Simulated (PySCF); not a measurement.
**Computed properties of CdFH2N, SMILES [F][Cd][NH2]**

Cd(F)(NH2) (CdFH₂N), SMILES [NH2][Cd][F]. Geometry: B3LYP-D3(BJ)/def2-TZVP. The def2 effective core potentials stand for the cores of Cd; spin–orbit coupling is left out. Other conformers were not sampled. All values are computed for the isolated molecule unless a solvent is named; none is compared with measurement here.

**Structure.** The optimised structure has Cs symmetry. All 9 harmonic modes at B3LYP-D3(BJ)/def2-TZVP (PySCF) are real, so it is a minimum. With heavy atoms numbered as in [Cd:1]([F:2])[NH2:3], the shortest bond between them is Cd1–F2 at 1.949 Å and the longest Cd1–N3 at 2.016 Å.

**Vibrations.** The strongest infrared lines (harmonic, unscaled, degenerate partners summed) lie at 605 cm⁻¹ (117 km/mol, F 46 %, N 28 %, Cd 21 %), 674 cm⁻¹ (70 km/mol, H 84 %, N 12 %), 849 cm⁻¹ (21 km/mol, H 92 %). The softest mode is at 139 cm⁻¹ and the zero-point energy is 16.4 kcal/mol.

**Electronic structure.** ωB97X/def2-TZVPD (PySCF) places the frontier levels at -9.98 and 0.39 eV, a gap of 10.37 eV, and gives a dipole moment of 2.83 D and a mean polarisability of 38.3 bohr³.

**Excitations.** TDDFT-ωB97X/def2-SVPD (PySCF) has S1 at 5.18 eV (239 nm, f = 0.077, bright); the most intense of the 10 singlets computed lies at 8.12 eV (f = 0.14). T1 (TDA) is at 4.51 eV. No vertical singlet excitation falls in the visible range (under 3.1 eV).
